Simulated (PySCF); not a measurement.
Electron correlation in Nb (niobium, neutral)

[Kr] 4d5, high-spin 6S determinant (an excited configuration). All numbers are calculated (PySCF 2.14, scalar relativity through the core potential, in aug-cc-pVDZ-PP with ECP28MDF (5s5p4d2f, 54 functions)). Frozen: 4s2 4p6; 5 electrons correlated.

```tsv
level	correlation energy (mhartree)
CCSD	-61.53
(T)	-1.75
CCSD(T)	-63.28
```

Diagnostics: T1 = 0.014, D1 = 0.0205, largest double amplitude 0.028.

Cost of the coupled-cluster step: about 0.7 core-seconds, for 5 correlated electrons.

Iterations:

```
CC2 = 0
CCSD nocc = (np.int64(5), np.int64(0)), nmo = (50, 50)
frozen orbitals [[0, 1, 2, 3], [0, 1, 2, 3]]
max_cycle = 100
direct = 0
conv_tol = 1e-08
conv_tol_normt = 1e-06
diis_space = 8
diis_start_cycle = 0
Init t2, MP2 energy = -0.0523054139630272
Init E_corr(UCCSD) = -0.0523054139869321
cycle = 1  E_corr(UCCSD) = -0.0595189750013342  dE = -0.00721356101  norm(t1,t2) = 0.0412397
cycle = 2  E_corr(UCCSD) = -0.0608639580153736  dE = -0.00134498301  norm(t1,t2) = 0.0156292
cycle = 3  E_corr(UCCSD) = -0.061560884338518  dE = -0.000696926323  norm(t1,t2) = 0.00808859
cycle = 4  E_corr(UCCSD) = -0.0615335556470622  dE = 2.73286915e-05  norm(t1,t2) = 0.00111209
cycle = 5  E_corr(UCCSD) = -0.0615211632202464  dE = 1.23924268e-05  norm(t1,t2) = 0.000467818
cycle = 6  E_corr(UCCSD) = -0.0615263063140821  dE = -5.14309384e-06  norm(t1,t2) = 8.7856e-05
cycle = 7  E_corr(UCCSD) = -0.0615264837793637  dE = -1.77465282e-07  norm(t1,t2) = 1.59695e-05
cycle = 8  E_corr(UCCSD) = -0.0615264592030056  dE = 2.45763581e-08  norm(t1,t2) = 3.82902e-06
cycle = 9  E_corr(UCCSD) = -0.0615264890784999  dE = -2.98754943e-08  norm(t1,t2) = 9.12425e-07
cycle = 10  E_corr(UCCSD) = -0.0615264938084572  dE = -4.72995729e-09  norm(t1,t2) = 2.74178e-07
UCCSD converged
E(UCCSD) = -56.14842707400687  E_corr = -0.06152649380845721
UCCSD(T) correction = -0.0017546421298117
```
